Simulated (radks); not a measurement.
The numbers below are computed, except where a source is named.
The gold ion Au+ inside a hard spherical wall (all orbitals vanish at R), configuration held at [Xe] 4f14 5d10 and not refilled when levels cross. Code: a radial shooting solver on a logarithmic mesh with Libxc functionals. Model: scalar-relativistic Kohn-Sham, LDA (Slater exchange, VWN5 correlation), spin-polarised, spherical densities, finite nucleus; Fermi nuclear charge, rms radius 5.4371 fm. Eigenvalues in eV for spin up, with the zero of energy where the potential of the charges vanishes at infinity; a dash marks a level that is unbound or too diffuse for the functional's potential to be trusted. A positive occupied level is held by the wall or, in an anion where self-interaction has pushed it up, behind a barrier. The pressure on the wall is -dE/dV.

| R (bohr) | E (hartree) | kinetic (hartree) | e(5s) | e(4f) | e(5p) | e(5d) | e(6s, empty) | e(6p, empty) | pressure (GPa) |
|---|---|---|---|---|---|---|---|---|---|
| free | -18996.8042 | 21237.048 | -117.27 | -90.123 | -68.681 | -15.624 | -13.588 | -6.881 | 0 |
| 20 | -18996.8042 | 21237.048 | -117.27 | -90.123 | -68.681 | -15.624 | -13.588 | -6.881 | < 0.0001 |
| 15 | -18996.8042 | 21237.048 | -117.27 | -90.123 | -68.681 | -15.624 | -13.588 | -6.881 | < 0.0001 |
| 12 | -18996.8042 | 21237.048 | -117.27 | -90.123 | -68.681 | -15.624 | -13.588 | -6.880 | < 0.0001 |
| 10 | -18996.8042 | 21237.048 | -117.27 | -90.123 | -68.680 | -15.624 | -13.587 | -6.871 | < 0.0001 |
| 8 | -18996.8042 | 21237.049 | -117.27 | -90.118 | -68.676 | -15.620 | -13.580 | -6.782 | 0.00373 |
| 7 | -18996.8039 | 21237.053 | -117.25 | -90.098 | -68.657 | -15.603 | -13.549 | -6.588 | 0.0344 |
| 5 | -18996.7866 | 21237.195 | -116.66 | -89.488 | -68.095 | -15.094 | -12.685 | -4.338 | 3.17 |
| 4 | -18996.6829 | 21237.848 | -114.65 | -87.348 | -66.190 | -13.301 | -9.605 | 1.136 | 34.5 |
| 2 | -18987.4206 | 21277.866 | -74.490 | -39.816 | -26.212 | 35.180 | 94.785 | 134.59 | 14700 |
| 1.5 | -18955.9211 | 21396.895 | -9.739 | 30.062 | 48.126 | 129.09 | 309.94 | 376.41 | 138000 |
